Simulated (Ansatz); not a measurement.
Question: Name a neutral molecule of C, K, O and H with HOMO energy (PBE0/def2-TZVPP) between -4.60 and -4.30 eV and LUMO energy (ωB97M-V/def2-TZVPP) between -0.65 and -0.35 eV (Ansatz, PBE0-D4/def2-TZVP geometry).

Answer: `C[O][K]` (-4.41 eV, -0.54 eV). Other molecules can fit too; these were computed, each in one conformer that needn't be the lowest.
